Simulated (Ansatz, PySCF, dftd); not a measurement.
System: H$_{2}$BO$_{2}$, charge 0, doublet. H2BO2 (SMILES O[B]O, doublet).
B3LYP-D3(BJ)/def2-TZVP minimum from Ansatz (a quantum-chemistry and plane-wave program):
```xyz
5

B     -0.4472    -0.2864    -0.0092
O     -0.6236     1.0437     0.1172
O      0.6904    -1.0009    -0.1159
H      0.1763     1.5939     0.1372
H      1.5249    -0.5046    -0.1021
```
Charge 0, spin multiplicity 2.

Wanted: enthalpy of formation at 298 K (by atomisation, with ideal-gas terms from PySCF's Hessian at B3LYP-D3(BJ)/def2-TZVP and the atoms' measured values of the G2/97 table; no spin-orbit terms), in kJ/mol. Radicals and triplets start from unrestricted determinants; spin-orbit coupling is neglected. Cores are frozen in correlated methods. Rows without X2C or -DK are non-relativistic. CBS(X,Y): correlation extrapolated as X^-3, Hartree-Fock from the larger set (Q,5: extrapolated as (X+1)exp(-9√X)). A bracket is a step between two methods taken in the basis named. Functionals run without relativity, which enters their misses. Double hybrids freeze cores in their MP2 part. '+ core + X2C': CCSD(T) terms for core correlation (cc-pwCVTZ) and scalar relativity (cc-pVTZ-DK). For partners of very few electrons the exact lower level stands in for a higher one.

```
level                                                                            program  enthalpy of formation at 298 K (kJ/mol)  difference against the last row
------------------------------------------------------------------------  --------------  ---------------------------------------  -------------------------------
PBE/def2-TZVPD                                                                    Ansatz                                   -459.1                            -59.0
PBE0-D4/def2-TZVPD                                                        Ansatz + dftd4                                   -394.8                              5.3
B2PLYP-D4/def2-TZVPD                                                      Ansatz + dftd4                                   -380.9                             19.2
B2PLYP/def2-TZVPD                                                                 Ansatz                                   -377.7                             22.4
B2GP-PLYP-D4/def2-TZVPD                                                   Ansatz + dftd4                                   -372.1                             28.0
B2GP-PLYP/def2-TZVPD                                                              Ansatz                                   -370.3                             29.8
MP2/CBS(cc-pVQZ,cc-pV5Z)                                                          Ansatz                                   -478.2                            -78.1
CCSD/CBS(cc-pVTZ,cc-pVQZ)                                                         Ansatz                                   -353.0                             47.1
CCSD(T)/cc-pVQZ                                                                   Ansatz                                   -370.3                             29.8
CCSD(T)/CBS(cc-pVTZ,cc-pVQZ)                                                      Ansatz                                   -392.7                              7.4
CCSD(T)/CBS(cc-pVTZ,cc-pVQZ) + core + X2C                                         Ansatz                                   -398.2                              1.9
CCSDT(Q)/cc-pVDZ                                                                  Ansatz                                   -210.2                            189.9
CCSD(T)/CBS(cc-pVQZ,cc-pV5Z) + [CCSDT(Q) - CCSD(T)]/cc-pVDZ + core + X2C          Ansatz                                   -400.1                              0.0
```
